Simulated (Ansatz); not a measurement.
Isolated molecules relaxed with PBE0-D4/def2-TZVP in Ansatz; ΔE leaves out vibrations. CBS: MP2 limit from def2 TZ/QZ plus the TZ coupled-cluster correction, frozen cores. This one scheme is used for every species. One conformer a species, not always the lowest.

Consider the ligand exchange at the Si–N bond: `N[SiH2]N` + `N[SiH2]S` → `N[SiH2]S[SiH2]N` + NH₃.

| species | MP2/CBS(def2) energy (Eh) |
| --- | --- |
| `N[SiH2]N` | -402.10168 |
| `N[SiH2]S` | -744.55536 |
| `N[SiH2]S[SiH2]N` | -1090.17782 |
| NH₃ | -56.48866 |

**Question.** Work out ΔE.

**Answer.** ΔE = (-1090.17782) + (-56.48866) − (-402.10168) − (-744.55536) = -0.00944 Eh = -0.26 eV. CCSD(T)/CBS gives -0.21 eV.

Largest T1 diagnostic among the species: 0.011.

In def2-TZVPP, CCSD(T) changes the Hartree–Fock value by −0.23 eV (the triples alone add −0.05 eV) and MP2 by −0.28 eV. The D4 term adds −0.14 eV with B3LYP and −0.08 eV with PBE0; it sums over pairs of atoms, weighted by their polarisabilities, and B3LYP, whose exchange is more repulsive, gets the larger term.

B3LYP here is the variant with VWN-RPA as its local correlation; programs differ in this.
